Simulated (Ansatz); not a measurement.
Relaxation of C$_{3}$H$_{10}$Sn (14 atoms, charge 0, multiplicity 1), to a largest force component of 0.02 eV/Å in at most 40 steps.

Level of theory: RHF/def2-SVP (Ansatz 0.2.0).

```xyz
14
Properties=species:S:1:pos:R:3:forces:R:3
Sn 0.000 0.000 0.000 -0.18 -0.36 -0.12
C 0.000 0.000 2.150 -0.05 -0.10 0.58
H -1.000 -0.309 2.521 0.67 0.22 -0.06
H 0.768 -0.711 2.521 -0.52 0.46 -0.07
H 0.232 1.020 2.521 -0.14 -0.66 -0.11
C 2.027 0.000 -0.716 0.56 -0.06 -0.22
H 2.375 -1.046 -0.844 -0.05 0.70 0.04
H 2.076 0.528 -1.691 0.12 -0.36 0.58
H 2.679 0.519 0.018 -0.28 -0.33 -0.53
C -1.013 1.754 -0.716 -0.37 0.48 -0.23
H -2.065 1.501 -0.960 0.62 0.33 0.11
H -0.994 2.539 0.069 -0.08 -0.39 -0.57
H -0.502 2.131 -1.627 -0.42 -0.12 0.54
H -0.820 -1.420 -0.579 0.11 0.18 0.07
```

**Question.** Where does it end, and by what steps?

**Answer.** It converged. The force dipped under the threshold on the way, but the program's further checks kept it going. After 11 steps the energy has fallen by 0.125 eV; H11 moved furthest, 0.60 Å.

```csv
step,energy less start (eV),largest force component (eV/Å),accepted
0,0.0000,0.705,yes
1,-0.0714,0.340,yes
2,-0.0934,0.282,yes
3,-0.0763,0.866,no
4,-0.1120,0.030,yes
5,-0.1150,0.153,yes
6,-0.1179,0.211,yes
7,-0.1217,0.073,yes
8,-0.1235,0.004,yes
9,-0.1239,0.123,yes
10,-0.1246,0.025,yes
11,-0.1247,0.001,yes
```

```xyz
14
Properties=species:S:1:pos:R:3
Sn 0.020 0.008 -0.032
C -0.064 -0.120 2.130
H -1.099 -0.170 2.472
H 0.458 -1.011 2.483
H 0.405 0.755 2.581
C 2.085 0.078 -0.685
H 2.618 -0.822 -0.373
H 2.142 0.151 -1.772
H 2.592 0.943 -0.255
C -1.025 1.783 -0.705
H -2.076 1.745 -0.413
H -0.579 2.677 -0.266
H -0.974 1.871 -1.791
H -0.738 -1.382 -0.709
```

Whether the end is a true minimum wasn't checked by a vibrational analysis.

Run time: 17 s on 4 threads of Arm Neoverse V1, on a shared host, peak memory 0.28 GiB.
